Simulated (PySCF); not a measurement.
## From computed data to an observable: entropy of an ideal gas

C₄H₄N, SMILES [c]1ccc[nH]1, multiplicity 2.

The structure is a stationary point at B3LYP-D3(BJ)/def2-SVP. The isomer is the one that the SMILES or the coordinates give; other isomers of the formula were not compared.

B3LYP-D3(BJ)/def2-SVP run with PySCF gives the harmonic wavenumbers 361, 490, 624, 694, 764, 853, 877, 887, 1018, 1056, 1106, 1185, 1248, 1380, 1416, 1474, 1564, 3232, 3259, 3264, 3666 cm⁻¹ and the rotational temperatures 0.4901, 0.4240, 0.2273 K. The molar mass is 66.08 g/mol, the symmetry number 1, the spin multiplicity 2.

Work out the entropy at 298.15 K and 1 atm in the rigid-rotor, harmonic-oscillator model.


Translation (Sackur–Tetrode at 1 atm): S = R[1.5 ln M + 2.5 ln T − 1.16487] = 161.0 J/(mol K).
Rotation: q = (√π/σ) T^1.5/√(θA θB θC) = 42000, S = R[ln q + 3/2] = 101.0 J/(mol K).
Vibration: with u = 1.4388 ν/T, each mode gives R[u/(e^u − 1) − ln(1 − e^−u)]:
```json
[
 {"ν (cm⁻¹)": "361", "modes": "1", "u": "1.74", "S (J/(mol K))": "4.68"},
 {"ν (cm⁻¹)": "490", "modes": "1", "u": "2.36", "S (J/(mol K))": "2.86"},
 {"ν (cm⁻¹)": "624", "modes": "1", "u": "3.01", "S (J/(mol K))": "1.72"},
 {"ν (cm⁻¹)": "694", "modes": "1", "u": "3.35", "S (J/(mol K))": "1.31"},
 {"ν (cm⁻¹)": "764", "modes": "1", "u": "3.69", "S (J/(mol K))": "1.00"},
 {"ν (cm⁻¹)": "853", "modes": "1", "u": "4.12", "S (J/(mol K))": "0.70"},
 {"ν (cm⁻¹)": "877", "modes": "1", "u": "4.23", "S (J/(mol K))": "0.64"},
 {"ν (cm⁻¹)": "887", "modes": "1", "u": "4.28", "S (J/(mol K))": "0.62"},
 {"ν (cm⁻¹)": "1018", "modes": "1", "u": "4.91", "S (J/(mol K))": "0.36"},
 {"ν (cm⁻¹)": "1056", "modes": "1", "u": "5.10", "S (J/(mol K))": "0.31"},
 {"ν (cm⁻¹)": "1106", "modes": "1", "u": "5.34", "S (J/(mol K))": "0.25"},
 {"ν (cm⁻¹)": "1185", "modes": "1", "u": "5.72", "S (J/(mol K))": "0.18"},
 {"ν (cm⁻¹)": "1248", "modes": "1", "u": "6.02", "S (J/(mol K))": "0.14"},
 {"ν (cm⁻¹)": "1380", "modes": "1", "u": "6.66", "S (J/(mol K))": "0.08"},
 {"ν (cm⁻¹)": "1416", "modes": "1", "u": "6.83", "S (J/(mol K))": "0.07"},
 {"ν (cm⁻¹)": "1474", "modes": "1", "u": "7.11", "S (J/(mol K))": "0.05"},
 {"ν (cm⁻¹)": "1564", "modes": "1", "u": "7.55", "S (J/(mol K))": "0.04"}
]
```
The stiffer modes add less than 0.005 each. Sum 15.0 J/(mol K).
Spin: R ln 2 = 5.8 J/(mol K).
Total 282.8 J/(mol K); the program's own thermochemistry gives 282.8. Translation makes up 57 % and vibration 5 %. Anharmonicity, hindered rotation and orbital degeneracy are left out.
